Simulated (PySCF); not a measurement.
## Electron affinity of As by level of theory

As⁻ [Ar] 3d10 4s2 4p4 [4p1/2^2 4p3/2^2, M_J = 2] → As [Ar] 3d10 4s2 4p3 [4p1/2^2 4p3/2^1, M_J = 3/2], as a difference of total energies. Computed with PySCF 2.14 in x2c-TZVPPall-2c with one added diffuse shell each of s, p, d type (7s8p5d1f, 63 functions), with the two-component X2C-1e Hamiltonian. Correlated levels: [Ar] frozen; the 6 highest virtual spinors dropped. "Screened" scales the spin-orbit matrix elements by Boettger's factors to mimic the two-electron term; Breit and QED terms are absent.

```tsv
method	electron affinity (eV)	error (eV)
GHF (screened spin-orbit)	-0.302	-1.106
GMP2 (screened spin-orbit)	0.506	-0.298
GCCSD (screened spin-orbit)	0.567	-0.237
GCCSD(T) (screened spin-orbit)	0.627	-0.177
```

Reference: 0.804 eV (measured; photodetachment measurements, as compiled on the Wikipedia data page of electron affinities).

Errors of the correlated levels include the incompleteness of this basis and the frozen core.

The labels give the starting determinants; with spin-orbit coupling the two ends relaxed to ⟨J²⟩ = 6.06, ⟨L²⟩ = 2.04, ⟨S²⟩ = 2.03 and ⟨J²⟩ = 3.75, ⟨L²⟩ = 0.01, ⟨S²⟩ = 3.74.

A negative affinity means that the anion lies above the atom at that level of theory.
